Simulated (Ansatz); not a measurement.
Consider the atomization: `[BH2][Sb]([CH3])[CH3]` → B• + 2 C• + 8 H• + Sb•.

Computed with Ansatz on PBE0-D4/def2-TZVP structures; ΔE is electronic, products minus reactants. CCSD(T)/CBS is the MP2 limit (def2-TZVPP, def2-QZVPP) plus CCSD(T) − MP2 in def2-TZVPP, frozen cores. This one scheme is used for every species, atoms too. Functionals use def2-TZVPP. B3LYP here is the variant with VWN-RPA as its local correlation; programs differ in this. No spin–orbit coupling; open shells (•) take unrestricted orbitals. Spin–orbit coupling would lower the free atoms: a little for B, C. def2 core potentials past Kr. Bonds to Sb are less sure, by a few kJ/mol each and by 10 to 20 or more in all where they break to atoms, as the def2 sets lack core-valence functions.

```
             level  ΔE (kcal/mol)  difference from CCSD(T)/CBS
            PBE-D4          978.6                         11.7
           PBE0-D4          967.6                          0.7
          B3LYP-D4          971.3                          4.4
           ωB97X-V          970.2                          3.3
           ωB97M-V          966.3                         -0.6
            B2PLYP          957.0                         -9.9
               PBE          972.8                          5.9
            r2SCAN          965.9                         -1.0
              PBE0          962.7                         -4.2
     HF/def2-TZVPP          718.9                       -248.0
    MP2/def2-TZVPP          944.1                        -22.8
     HF/def2-QZVPP          720.1                       -246.8
    MP2/def2-QZVPP          957.7                         -9.2
SCS-MP2/def2-QZVPP          962.3                         -4.6
     MP2/CBS(def2)          967.2                          0.3
    CCSD/CBS(def2)          954.8                        -12.1
       CCSD(T)/CBS          966.9                            0
```

Largest T1 diagnostic among the species: 0.014.

In def2-TZVPP, CCSD(T) changes the Hartree–Fock value by +224.9 kcal/mol (the triples alone add +12.1 kcal/mol) and MP2 by +225.2 kcal/mol; breaking electron pairs costs correlation energy, which Hartree–Fock lacks. The D4 term adds +9.4 kcal/mol with B3LYP and +4.9 kcal/mol with PBE0; it sums over pairs of atoms, weighted by their polarisabilities, and B3LYP, whose exchange is more repulsive, gets the larger term.

For atomizations the MP2-based limit and the directly extrapolated one differ by several kJ/mol either way, and by 10 to 25 for some Ge, Se and Sn compounds, so smaller differences from it don't rank the levels.
